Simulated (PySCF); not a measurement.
A calculated (PBE, PySCF 2.14, aug-cc-pVTZ-DK, scalar relativity by spin-free X2C-1e) atom or ion has these occupied shells.

| shell | electrons | orbital energy (eV) | rms radius, mean of both spins (bohr) |
| --- | --- | --- | --- |
| 1s α | 1 | -7000.0 | 0.0675 |
| 1s β | 1 | -6999.9 | 0.0675 |
| 2s α | 1 | -827.94 | 0.290 |
| 2s β | 1 | -825.39 | 0.290 |
| 2p α | 3 | -706.47 | 0.261 |
| 2p β | 3 | -704.50 | 0.261 |
| 3s α | 1 | -103.41 | 0.866 |
| 3s β | 1 | -97.539 | 0.866 |
| 3p α | 3 | -69.225 | 0.922 |
| 3p β | 3 | -63.477 | 0.922 |
| 3d α | 5 | -15.811 | 1.16 |
| 4s α | 1 | -7.984 | 2.96 |
| 4s β | 1 | -6.407 | 2.96 |
| 4p α | 1 | -3.021 | 3.94 |

(1) Name the element and its charge.

Results:

(1) Fe (iron, neutral), in [Ar] 3d5 4s2 4p1, high-spin 7P determinant (an excited configuration).
